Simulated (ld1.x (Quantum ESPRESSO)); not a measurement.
**An all-electron radial function and its pseudo partner (rhodium)**

Columns: radius, all-electron u(r) and pseudo u(r) of the 5p shell (level -0.80 eV) of rhodium in the configuration [Kr] 4d8 5s1 5p0; PBEsol, scalar-relativistic, TM scheme, ld1.x (Quantum ESPRESSO) 7.5.

```csv
r (bohr),all-electron,pseudo
0.188,-0.0486,-0.0025
0.375,-0.0640,-0.0099
0.562,0.0748,-0.0222
0.750,0.1544,-0.0394
0.938,0.1499,-0.0613
1.125,0.0942,-0.0876
1.312,0.0175,-0.1181
1.500,-0.0627,-0.1524
1.688,-0.1374,-0.1896
1.875,-0.2030,-0.2284
2.062,-0.2591,-0.2676
2.250,-0.3062,-0.3059
2.438,-0.3448,-0.3412
2.625,-0.3758,-0.3721
2.812,-0.4002,-0.3977
3.000,-0.4189,-0.4177
3.188,-0.4326,-0.4322
3.375,-0.4419,-0.4418
3.562,-0.4474,-0.4474
3.750,-0.4499,-0.4499
3.938,-0.4495,-0.4495
4.125,-0.4470,-0.4470
4.312,-0.4426,-0.4426
4.500,-0.4366,-0.4366
4.688,-0.4294,-0.4294
4.875,-0.4212,-0.4212
```

Problem. How many radial nodes do the two functions have?

Solution. The all-electron 5p function has n − l − 1 = 3 (the table is too coarse to show those close to the nucleus); the pseudo-wave has 0, since the states of the same l below it are removed with the core.

Problem. At about which radius was the pseudo-wave matched?

Solution. 3.75 bohr. The columns agree to 0.0005 from 3.19 bohr on; several derivatives are matched, so the curves merge somewhat inside the radius.

Problem. Is the pseudo-wave norm-conserving?

Solution. Yes: the TM scheme keeps the norm inside the radius equal to the all-electron one, which fixes the energy derivative of the logarithmic derivative at the level.
